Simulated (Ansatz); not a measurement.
Compare A (`C1C[SiH2][SiH2]C1`) with its isomer B (`CC1([SiH3])C[SiH2]1`).

Isolated molecules relaxed with PBE0-D4/def2-TZVP in Ansatz; ΔE leaves out vibrations. CCSD(T)/CBS is the MP2 limit (def2-TZVPP, def2-QZVPP) plus CCSD(T) − MP2 in def2-TZVPP, frozen cores. DFT in def2-TZVPP. B3LYP here is the variant with VWN-RPA as its local correlation; programs differ in this.

Question: Which isomer does CCSD(T)/CBS put lower? Give the gap. (An estimate is asked.)

Answer: The calculation gave: A, by 28.5 kcal/mol.

Question: Give E(B) − E(A) in kcal/mol with B3LYP-D4, PBE0-D4, MP2/def2-TZVPP, r2SCAN-D4, HF/def2-TZVPP, CCSD(T)/def2-TZVPP, ωB97M-V. (An estimate is asked.)

Answer: Computed: B3LYP-D4 28.4, PBE0-D4 30.8, MP2/def2-TZVPP 26.6, r2SCAN-D4 28.6, HF/def2-TZVPP 29.7, CCSD(T)/def2-TZVPP 28.5, ωB97M-V 27.8. None reverses the order clearly.

Largest T1 diagnostic: 0.011.

In def2-TZVPP, CCSD(T) changes the Hartree–Fock value by −1.2 kcal/mol (the triples alone add −0.5 kcal/mol) and MP2 by −3.1 kcal/mol. From PBE to PBE0 (25 % exact exchange), in def2-TZVPP and without D4, E(B) − E(A) moves by +1.3 kcal/mol.
